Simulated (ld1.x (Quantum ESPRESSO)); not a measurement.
**Transferability test, PAW potential for niobium**

- Element: Nb (Z = 41)
- Generator: ld1.x (Quantum ESPRESSO) 7.5
- Type: PAW
- Functional: PBE
- Relativity: scalar-relativistic
- Frozen core: [Kr]
- Valence charge: 5
- Reference configuration: 4d4 5s0 5p1
- Partial waves: 5s (bound, empty): rcut 2.35, rcutus 3.15 bohr; 5s channel at 1.1 Ry: rcut 2.35, rcutus 3.15 bohr; 5p (bound): rcut 3.60, rcutus 4.20 bohr; 5p channel at 1.15 Ry: rcut 3.60, rcutus 4.20 bohr; 4d (bound): rcut 1.20, rcutus 1.70 bohr; 4d channel at 0.4 Ry: rcut 1.20, rcutus 1.70 bohr; 4f channel at 0.25 Ry: rcut 3.00, rcutus 3.40 bohr; 4f channel at 1.65 Ry: rcut 3.00, rcutus 3.40 bohr
- Local potential: all-electron potential smoothed inside 1.90 bohr (lloc = -2)
- Core correction: Bessel-smoothed model core inside 1.30 bohr
- Augmentation charge: PSQ, inside the norm-conserving radii

Energies are relative to the spin-unpolarised reference configuration 4d4 5s0 5p1; without spin polarisation the order of configurations can differ from experiment. Not all tests gave a result: test run stopped at test 6 of 7 (negative rho).

| valence configuration | charge | ΔE all-electron (eV) | error AE − PS (meV) |
| --- | --- | --- | --- |
| 4d4 5s1 5p0 | 0 | -2.952 | -0.2 |
| 4d4 5s0 5p0 | +1 | 3.685 | -2.2 |
| 4d3 5s1 5p0 | +1 | 4.066 | -40 |

Task: What are ΔE and the potential's error for 4d4.5 5s0.5 5p0?

Result: ΔE = -2.394 eV all-electron; the error (AE − PS) is -6.7 meV.

Task: What are ΔE and the potential's error for 4d3 5s0 5p0?

Result: ΔE = 17.726 eV all-electron; the error (AE − PS) is -78 meV.
